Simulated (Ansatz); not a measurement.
Steps of a relaxation of `[O]=[W]([F])(=[S])[Cl]` with RKS PBE-D4/def2-SVP.

```sh
$ ansatz run in.yaml --threads 4 --pin off --events-out ev --progress --plain --max-ram 10444MiB
```

```yaml
crystal:
  periodic: [false, false, false]
  atoms:
    - {symbol: O, position_ang: [-0.364200, -1.116000, 1.941000]}
    - {symbol: W, position_ang: [-0.153900, 0.127000, 0.048800]}
    - {symbol: F, position_ang: [2.143200, -0.396500, -0.193300]}
    - {symbol: S, position_ang: [-1.689900, -1.116100, -1.367800]}
    - {symbol: Cl, position_ang: [0.114700, 2.427900, -0.470000]}
basis:
  gaussian: {orbitals: def2-SVP}
hamiltonian: {xc: pbe, dispersion: d4}
relax: {f_tol: 0.03, max_steps: 200}
```

Positions (Å) and forces (eV/Å) along the path, 9 of 9 steps:

```xyz
5
step=1 energy=-29922.7398 eV
O    -0.364   -1.116    1.941    0.498    4.643   -5.950
W    -0.154    0.127    0.049    1.596   -6.575    2.451
F     2.143   -0.397   -0.193   -4.671    0.882    0.201
S    -1.690   -1.116   -1.368    3.217    2.758    2.632
Cl    0.115    2.428   -0.470   -0.640   -1.708    0.666
5
step=2 energy=-29926.7087 eV
O    -0.352   -0.994    1.790    0.678    4.261   -6.000
W    -0.100   -0.012    0.098    1.929   -4.456    2.965
F     2.010   -0.374   -0.189   -4.522    0.408    0.240
S    -1.602   -1.044   -1.298    2.545    1.705    1.962
Cl    0.093    2.350   -0.442   -0.630   -1.918    0.833
5
step=3 energy=-29928.7422 eV
O    -0.330   -0.886    1.629   -0.503   -0.055    1.603
W    -0.053   -0.098    0.171    2.261    1.124   -4.194
F     1.891   -0.374   -0.180   -2.947   -0.147    0.242
S    -1.534   -1.010   -1.246    1.754    0.841    1.356
Cl    0.076    2.294   -0.415   -0.565   -1.763    0.994
5
step=4 energy=-29929.5538 eV
O    -0.348   -0.733    1.632    0.213    0.940   -0.759
W     0.036   -0.076    0.069   -1.821   -0.090    1.585
F     1.781   -0.451   -0.226    1.816   -0.934   -0.689
S    -1.414   -0.978   -1.223    0.138   -0.195   -0.459
Cl   -0.005    2.165   -0.293   -0.345    0.279    0.323
5
step=5 energy=-29929.8223 eV
O    -0.344   -0.563    1.672   -0.096    0.134   -0.455
W     0.048   -0.076    0.069    0.382    0.286    0.174
F     1.796   -0.628   -0.312   -0.205   -0.100   -0.013
S    -1.332   -1.001   -1.294    0.031   -0.041    0.163
Cl   -0.118    2.195   -0.176   -0.113   -0.279    0.132
5
step=6 energy=-29929.8496 eV
O    -0.371   -0.522    1.642    0.025    0.015    0.122
W     0.091   -0.045    0.066    0.046   -0.145   -0.303
F     1.793   -0.711   -0.343   -0.046    0.072    0.116
S    -1.289   -1.003   -1.269   -0.019    0.069    0.034
Cl   -0.174    2.207   -0.137   -0.006   -0.011    0.032
5
step=7 energy=-29929.8535 eV
O    -0.362   -0.507    1.641    0.003   -0.038   -0.027
W     0.089   -0.056    0.052   -0.014    0.060    0.021
F     1.799   -0.703   -0.330    0.067   -0.026    0.020
S    -1.303   -1.002   -1.277   -0.049   -0.011    0.003
Cl   -0.173    2.195   -0.128   -0.007    0.015   -0.016
5
step=8 energy=-29929.8542 eV
O    -0.361   -0.516    1.636    0.022    0.014   -0.026
W     0.092   -0.054    0.050   -0.053   -0.012    0.018
F     1.805   -0.704   -0.322    0.011   -0.008    0.001
S    -1.310   -0.997   -1.272    0.018    0.009    0.004
Cl   -0.176    2.198   -0.133    0.002   -0.004    0.003
5
step=9 energy=-29929.8542 eV
O    -0.358   -0.515    1.635   -0.011   -0.006    0.023
W     0.090   -0.054    0.050    0.016    0.004   -0.019
F     1.804   -0.705   -0.321    0.000    0.001   -0.002
S    -1.310   -0.998   -1.274   -0.003    0.000   -0.001
Cl   -0.176    2.198   -0.132   -0.002    0.001   -0.001
```

Run time 11 s (4 threads of an Arm Neoverse V2 on a shared host); peak host memory 0.16 GiB.
